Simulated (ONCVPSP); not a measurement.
# PBE ONCV dataset for P (Z = 15), fully relativistic all-electron reference.

- Element: P (Z = 15)
- Generator: ONCVPSP 4.0.1
- Type: optimised norm-conserving Vanderbilt (ONCV)
- Functional: PBE
- Relativity: fully relativistic
- Frozen core: [He]
- Valence charge: 13
- Reference configuration: 2s2 2p6 3s1.5 3p3.5
- Partial waves: 2s+3s: rc 0.95 bohr, ncon 4, nbas 8, qcut 16.2 1/bohr, 2 projectors; 2p+3p: rc 1.00 bohr, ncon 5, nbas 8, qcut 14.9 1/bohr, 2 projectors; d scattering state at 0.43 Ha: rc 0.75 bohr, ncon 4, nbas 8, qcut 13.4 1/bohr, 2 projectors, debl 2.1 Ha
- Local potential: polynomial inside 0.60 bohr (lpopt 1, dvloc0 0 Ha)
- Core correction: Teter function fitted to the true core (icmod 2), fcfact 0.75

Open shells are filled in proportion to 2j + 1.

All-electron outer shells of the reference configuration (PBE, scalar-relativistic, ld1.x):

| shell | level (eV) | outermost node (bohr) | outermost maximum (bohr) |
| --- | --- | --- | --- |
| 1s | -2084.97 | – | 0.07 |
| 2s | -174.77 | 0.14 | 0.42 |
| 2p | -125.27 | – | 0.36 |
| 3s | -14.33 | 0.65 | 1.58 |
| 3p | -5.80 | 0.64 | 1.83 |

Results:

| Item | Value |
| --- | --- |
| Cutoffs needed | 94 Ha and 105 Ha (the cutoffs (Ha) at which the residual kinetic energy of the hardest occupied pseudo-wave falls to 1 and 0.1 mHa per electron) |
| Ghost test | no bound ghost flagged; no localised positive-energy state flagged |
| Largest excitation error | +17 meV (all-electron minus pseudo) for 2s2 2p6 3s2 3p0, out of 4 test configurations |
| rms error of d²Exc/dni dnj | 11.49 mHa without and 10.38 mHa with the model core |

Generation and tests took about 5.5 s on one core of a shared server CPU.
